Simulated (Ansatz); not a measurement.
Stepwise reaction of `F[Si]([SiH3])(Cl)Cl` with hydrogen, as a gas-phase model of exchange steps in deposition or etching. ΔE in kJ/mol; ΔG adds harmonic PBE0-D4 terms to CCSD(T)/CBS, at 1 bar.

Calculated with Ansatz (gas phase, PBE0-D4/def2-TZVP geometries, no zero-point term in ΔE). CBS: MP2 limit from def2 TZ/QZ plus the TZ coupled-cluster correction, frozen cores. This one scheme is used for every species. Functionals use def2-TZVPP. B3LYP here is the variant with VWN-RPA as its local correlation; programs differ in this.

| step | reaction | PBE-D4 | B3LYP-D4 | ωB97M-V | CCSD(T)/CBS | ΔG(400 K) |
| --- | --- | --- | --- | --- | --- | --- |
| 1 | `F[Si]([SiH3])(Cl)Cl` + H₂ → `F[SiH]([SiH3])Cl` + HCl | 89.2 | 87.3 | 88.7 | 86.5 | 81.5 |
| 2 | `F[SiH]([SiH3])Cl` + H₂ → `F[SiH2][SiH3]` + HCl | 88.3 | 86.8 | 88.4 | 87.0 | 82.2 |

Question: By hand: ΔE of the 2 steps together at CCSD(T)/CBS.

Answer: (86.5) + (87.0) = 173.5 kJ/mol, or 86.8 kJ/mol a step.

In ΔE the steps differ by no more than 0.5 kJ/mol. All are uphill at CCSD(T)/CBS. ΔG lies between 81.5 and 82.2 kJ/mol a step. PBE-D4 differs from CCSD(T)/CBS by 1.3 to 2.7 kJ/mol a step. Isolated molecules leave out the surface, adducts and barriers. Largest T1 diagnostic: 0.012.
